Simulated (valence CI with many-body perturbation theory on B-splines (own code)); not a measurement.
# Valence orbitals of Tl LI

Computed by valence CI with perturbative core correlation (CI+MBPT): three valence electrons over a frozen Dirac-Fock core [Ar] 3d10, a basis of 11 s, 11 p, 10 d, 8 f, 5 g, 2 h functions for each j, with the one-electron correlation potential Σ1, the two-electron term Σ2, the three-electron term Σ3, Breit, model QED; selected CI, second order for the rest, scaled by the run's own slope (own B-spline code, finite nucleus).

The last digits are not significant, and no measured levels were compared; by estimate large intervals hold to a few tenths of a per cent, small ones and those within an open d or f shell to about a per cent.

These are the spectroscopic orbitals of the CI (the correlating ones are not listed), shaped by the core and the other valence electrons. h is the expectation value of the core's Dirac-Fock operator, without the valence repulsion; Σ1 is computed up to l = 3 at one energy for each symmetry, that of its lowest orbital but kept below the first core excitation, so for empty shells it is not the orbital's own correlation shift; Breit and QED include the response of the core, and the two lowest orbitals of each symmetry also the frequency dependence of Breit exchange, which makes a step in that column.

| Orbital | h (hartree) | Σ1 (cm⁻¹) | Breit (cm⁻¹) | QED (cm⁻¹) | ⟨r⟩ (bohr) |
| --- | --- | --- | --- | --- | --- |
| 4s1/2 | -116.47 | -15482 | 21456 | 16334 | 0.3468 |
| 5s1/2 | -70.027 | -5735 | 9723 | 7597 | 0.5770 |
| 6s1/2 | -46.756 | -2809 | 5106 | 4084 | 0.8679 |
| 7s1/2 | -33.429 | -1610 | 3050 | 2455 | 1.217 |
| 8s1/2 | -25.085 | -1015 | 1968 | 1590 | 1.624 |
| 9s1/2 | -19.517 | -683 | 1344 | 1089 | 2.090 |
| 4p1/2 | -112.21 | -16679 | 33665 | 1174 | 0.3421 |
| 5p1/2 | -67.94 | -6207 | 15351 | 556 | 0.5782 |
| 6p1/2 | -45.595 | -3093 | 8212 | 307 | 0.8728 |
| 7p1/2 | -32.718 | -1788 | 4950 | 187 | 1.226 |
| 8p1/2 | -24.619 | -1133 | 3214 | 122 | 1.638 |
| 9p1/2 | -19.195 | -765 | 2205 | 84.0 | 2.109 |
| 4p3/2 | -106.15 | -13928 | 19044 | 2405 | 0.3631 |
| 5p3/2 | -65.075 | -5513 | 8817 | 1138 | 0.6048 |
| 6p3/2 | -44.013 | -2819 | 5286 | 629 | 0.9051 |
| 7p3/2 | -31.753 | -1653 | 3210 | 384 | 1.264 |
| 8p3/2 | -23.988 | -1057 | 2095 | 252 | 1.682 |
| 9p3/2 | -18.759 | -719 | 1444 | 174 | 2.158 |
| 4d3/2 | -99.711 | -16294 | 15316 | -711 | 0.3487 |
| 5d3/2 | -61.984 | -6286 | 7210 | -313 | 0.5981 |
| 6d3/2 | -42.295 | -3201 | 3967 | -167 | 0.9056 |
| 7d3/2 | -30.701 | -1876 | 2422 | -100 | 1.272 |
| 8d3/2 | -23.297 | -1201 | 1588 | -64.9 | 1.696 |
| 4d5/2 | -98.417 | -15208 | 9729 | -17.6 | 0.3543 |
| 5d5/2 | -61.353 | -5867 | 4394 | 16.6 | 0.6051 |
| 6d5/2 | -41.939 | -2991 | 2425 | 16.2 | 0.9139 |
| 7d5/2 | -30.48 | -1755 | 1467 | 12.4 | 1.281 |
| 8d5/2 | -23.151 | -1124 | 956 | 9.2 | 1.708 |
| 4f5/2 | -91.605 | -15542 | 6487 | -511 | 0.3198 |
| 5f5/2 | -58.312 | -5105 | 2784 | -243 | 0.5794 |
| 6f5/2 | -40.286 | -2552 | 1462 | -136 | 0.8955 |
| 7f5/2 | -29.476 | -1501 | 873 | -83.8 | 1.270 |
| 4f7/2 | -91.242 | -14733 | 2850 | -239 | 0.3222 |
| 5f7/2 | -58.107 | -4854 | 1258 | -104 | 0.5822 |
| 6f7/2 | -40.165 | -2439 | 683 | -56.0 | 0.8989 |
| 7f7/2 | -29.399 | -1439 | 414 | -33.8 | 1.274 |
| 5g7/2 | -56.498 |  | 324 | -61.6 | 0.5271 |
| 6g7/2 | -39.264 |  | 262 | -42.4 | 0.8472 |
| 7g7/2 | -28.844 |  | 184 | -28.8 | 1.226 |
| 5g9/2 | -56.413 |  | 10.3 | 1.1 | 0.5285 |
| 6g9/2 | -39.214 |  | 10.2 | -5.5 | 0.8487 |
| 7g9/2 | -28.812 |  | 5.8 | -5.4 | 1.228 |
| 6h9/2 | -39.046 |  |  |  | 0.7602 |
| 6h11/2 | -39.014 |  |  |  | 0.7612 |

Among the shells of the start configuration 4s2 4p1, Σ1 is largest in size for 4p1/2, where it is 0.068 % of h.

Lowest root of each symmetry, sizes in configuration state functions:

| J | Parity | Roots | Reference | Variational | Second order | Change by selected CI (cm⁻¹) | Change by second order (cm⁻¹) |
| --- | --- | --- | --- | --- | --- | --- | --- |
| 1/2 | even | 13 | 78 | 9356 | 11219 | -2610 | 0 |
| 3/2 | even | 21 | 129 | 16385 | 13001 | -1519 | -1 |
| 5/2 | even | 23 | 141 | 20425 | 16406 | -2254 | 0 |
| 7/2 | even | 16 | 114 | 19411 | 18654 | -3274 | -3 |
| 9/2 | even | 9 | 79 | 13942 | 20337 | -3966 | -4 |
| 11/2 | even | 2 | 39 | 7510 | 15745 | -2482 | -5 |
| 1/2 | odd | 15 | 79 | 10593 | 6838 | -2669 | 0 |
| 3/2 | odd | 26 | 131 | 19328 | 13053 | -2518 | 0 |
| 5/2 | odd | 28 | 139 | 23191 | 13610 | -2460 | -1 |
| 7/2 | odd | 22 | 118 | 22376 | 15748 | -2644 | -1 |
| 9/2 | odd | 13 | 77 | 18467 | 15772 | -1462 | -1 |
| 11/2 | odd | 6 | 41 | 11794 | 15552 | -4275 | -3 |
| 13/2 | odd | 2 | 14 | 6267 | 13244 | -3814 | -3 |
